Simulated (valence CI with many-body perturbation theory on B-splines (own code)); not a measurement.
## Level structure of Ho¹⁸⁺

Level of theory: configuration interaction combined with many-body perturbation theory (CI+MBPT): three valence electrons over a frozen Dirac-Fock core [Kr] 4d10, radial functions for each j: 7 s, 7 p, 7 d, 7 f, 4 g, 2 h, with the one-electron correlation potential Σ1 (screened to all orders), the two-electron term Σ2, the three-electron term Σ3, Breit, model QED; selected single and double excitations, second order for the rest, scaled by the run's own slope (own B-spline code, finite nucleus).

No measured levels were compared; by estimate terms of the open shell hold to a few per cent of their energy, and close levels can change places. Excitations out of the core, of the other parity, are not computed and may begin above about 129 eV (a cautious bound); beyond it only levels of the ground parity were kept, without lifetimes.

Levels 46 to 90 of 162, with energies above the lowest level, (4f5/2^3) J=9/2. "Leading %" is the weight of the configuration and term that name the level; weights of strongly mixed levels are sums over their largest components and can fall short. In the jj column 3d3/2^4 stands for four electrons in 3d with j = 3/2.

```tsv
No.	Configuration	Term	J	E (eV)	Leading %	Second component	Leading jj
46	4f2.5s	4F	5/2	35.102	86	8 % 4f2.5s 2F	4f5/2^2 5s (59 %)
47	4f2.5s	2H	9/2	35.360	63	21 % 4f2.5s 4H	4f5/2 4f7/2 5s (77 %)
48	4f2.5s	4F	7/2	35.747	92	7 % 4f2.5s 2G	4f5/2 4f7/2 5s (97 %)
49	4f2.5s	4H	13/2	35.751	99		4f7/2^2 5s (76 %)
50	4f2.5s	4F	9/2	36.011	58	23 % 4f2.5s 2G	4f5/2 4f7/2 5s (94 %)
51	4f2.5s	2G	7/2	36.603	62	30 % 4f2.5s 2F	4f5/2 4f7/2 5s (88 %)
52	4f2.5s	2F	5/2	36.724	84	12 % 4f2.5s 4F	4f5/2 4f7/2 5s (77 %)
53	4f2.5s	2H	11/2	37.016	92	6 % 4f2.5s 4H	4f7/2^2 5s (66 %)
54	4f2.5s	2G	9/2	37.686	60	35 % 4f2.5s 4F	4f7/2^2 5s (94 %)
55	4f2.5s	2F	7/2	38.369	69	25 % 4f2.5s 2G	4f7/2^2 5s (92 %)
56	4f2.5s	2D	5/2	39.104	61	30 % 4f2.5s 4P	4f5/2 4f7/2 5s (72 %)
57	4f2.5s	2D	3/2	39.242	76	11 % 4f2.5s 4P	4f5/2 4f7/2 5s (56 %)
58	4f2.5s	4P	1/2	39.681	95		4f5/2^2 5s (59 %)
59	4f2.5s	4P	3/2	40.198	87	7 % 4f2.5s 2D	4f5/2 4f7/2 5s (89 %)
60	4f2.5s	2I	13/2	40.492	98		4f5/2 4f7/2 5s (76 %)
61	4f2.5s	2I	11/2	40.515	97		4f5/2 4f7/2 5s (73 %)
62	4f2.5s	4P	5/2	41.081	69	29 % 4f2.5s 2D	4f7/2^2 5s (87 %)
63	4f2.5s	2P	1/2	41.332	96		4f5/2 4f7/2 5s (80 %)
64	4f2.5s	2P	3/2	42.149	87	11 % 4f2.5s 2D	4f7/2^2 5s (64 %)
65	4f2.5s	2S	1/2	48.538	96		4f7/2^2 5s (74 %)
66	4f2.5p	4I°	9/2	64.653	61	31 % 4f2.5p 2H°	4f5/2^2 5p1/2 (96 %)
67	4f2.5p	4H°	7/2	65.517	48	33 % 4f2.5p 2G°	4f5/2^2 5p1/2 (89 %)
68	4f2.5p	4G°	5/2	66.424	71	23 % 4f2.5p 2F°	4f5/2^2 5p1/2 (80 %)
69	4f2.5p	4I°	11/2	66.459	52	19 % 4f2.5p 4H°	4f5/2 4f7/2 5p1/2 (99 %)
70	4f2.5p	4H°	9/2	66.526	38	27 % 4f2.5p 4G°	4f5/2 4f7/2 5p1/2 (98 %)
71	4f2.5p	2D°	3/2	66.825	45	40 % 4f2.5p 4F°	4f5/2^2 5p1/2 (74 %)
72	4f2.5p	4G°	7/2	67.374	40	17 % 4f2.5p 4F°	4f5/2 4f7/2 5p1/2 (95 %)
73	4f2.5p	4F°	5/2	67.651	34	30 % 4f2.5p 4D°	4f5/2 4f7/2 5p1/2 (96 %)
74	4f2.5p	4G°	11/2	67.796	53	26 % 4f2.5p 2H°	4f7/2^2 5p1/2 (77 %)
75	4f2.5p	2G°	9/2	67.816	30	26 % 4f2.5p 2H°	4f5/2 4f7/2 5p1/2 (95 %)
76	4f2.5p	2I°	13/2	68.051	35	34 % 4f2.5p 4H°	4f7/2^2 5p1/2 (68 %)
77	4f2.5p	2F°	7/2	68.233	35	28 % 4f2.5p 4D°	4f5/2 4f7/2 5p1/2 (93 %)
78	4f2.5p	2F°	7/2	69.398	35	28 % 4f2.5p 4D°	4f7/2^2 5p1/2 (97 %)
79	4f2.5p	2H°	9/2	69.829	37	19 % 4f2.5p 2G°	4f7/2^2 5p1/2 (97 %)
80	4f2.5p	2P°	3/2	70.541	38	27 % 4f2.5p 2D°	4f5/2 4f7/2 5p1/2 (63 %)
81	4f2.5p	2F°	5/2	70.657	52	22 % 4f2.5p 2D°	4f5/2 4f7/2 5p1/2 (68 %)
82	4f2.5p	4D°	1/2	71.198	56	17 % 4f2.5p 2S°	4f5/2^2 5p1/2 (72 %)
83	4f2.5p	4P°	1/2	71.444	37	32 % 4f2.5p 2S°	4f5/2 4f7/2 5p1/2 (97 %)
84	4f2.5p	2I°	11/2	71.964	55	43 % 4f2.5p 2H°	4f5/2 4f7/2 5p1/2 (75 %)
85	4f2.5p	2K°	13/2	72.033	56	39 % 4f2.5p 2I°	4f5/2 4f7/2 5p1/2 (68 %)
86	4f2.5p	4D°	3/2	72.050	61	13 % 4f2.5p 2P°	4f5/2 4f7/2 5p1/2 (87 %)
87	4f2.5p	4S°	3/2	72.871	38	26 % 4f2.5p 4P°	4f7/2^2 5p1/2 (76 %)
88	4f2.5p	2D°	5/2	72.904	35	30 % 4f2.5p 4D°	4f7/2^2 5p1/2 (80 %)
89	4f.5s2	2F°	5/2	73.068	99		4f5/2 5s^2 (99 %)
90	4f.5s2	2F°	7/2	74.698	99		4f7/2 5s^2 (99 %)
```

Where two levels of one J and parity lie close, their mixing, g and order are uncertain.
